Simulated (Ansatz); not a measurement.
Basis-set extrapolation for C₂H₈OSi₂, SMILES `C=C[SiH2][SiH2]O` (PBE0-D4/def2-TZVP geometry, frozen core, Ansatz 0.2.0). Multiplicity 1, RHF reference.

|  | def2-TZVPP | def2-QZVPP |
| --- | --- | --- |
| HF | -733.229121 | -733.254560 |
| MP2 correlation | -0.812485 | -0.871723 |
| CCSD(T) correlation | -0.904231 | not run |

Energies in hartree. Use E(X) = E(∞) + A·exp(−7.88·√X) for Hartree–Fock and E(X) = E(∞) + B·X^(−2.97) for correlation, with X = 3 and 4, and add CCSD(T) minus MP2 of the smaller set to the MP2 limit.

Question: What is the CCSD(T) energy at the basis-set limit?

Answer: HF limit: -733.254560 + (-0.025439) × 0.13774 = -733.25806. MP2 limit: -0.871723 + (-0.059238) × 0.74074 = -0.91560. Higher-order term: -0.904231 − (-0.812485) = -0.09175. Total: -734.26541 hartree, 346.7 kJ/mol below CCSD(T)/def2-TZVPP.
